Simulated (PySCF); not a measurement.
GeH₄Mg, SMILES [GeH3][MgH]. Atoms are numbered in the order given.

```xyz
6

Mg     0.0000     0.0000    -1.8911
H      0.0000     0.0000    -3.5906
Ge     0.0000     0.0000     0.6970
H      1.2266     0.7082     1.3263
H     -1.2266     0.7082     1.3263
H      0.0000    -1.4164     1.3263
```
Charge 0, spin multiplicity 1.

Geometry: B3LYP-D3(BJ)/def2-TZVP.

These are PySCF with PBE/def2-TZVPD values and carry that method's errors.

Mulliken values depend strongly on the basis, most of all with diffuse functions as here. ESP charges are fitted to the potential on shells at 1.4 to 2.0 van der Waals radii. Atomic charges (e):

| atom | ESP fit | IAO | Mulliken |
|---|---|---|---|
| Mg1 | 0.71 | 1.16 | 0.23 |
| H2 | -0.39 | -0.54 | -0.09 |
| Ge3 | -0.31 | -0.46 | -0.38 |
| H4 | 0.00 | -0.05 | 0.08 |
| H5 | 0.00 | -0.05 | 0.08 |
| H6 | -0.01 | -0.05 | 0.08 |
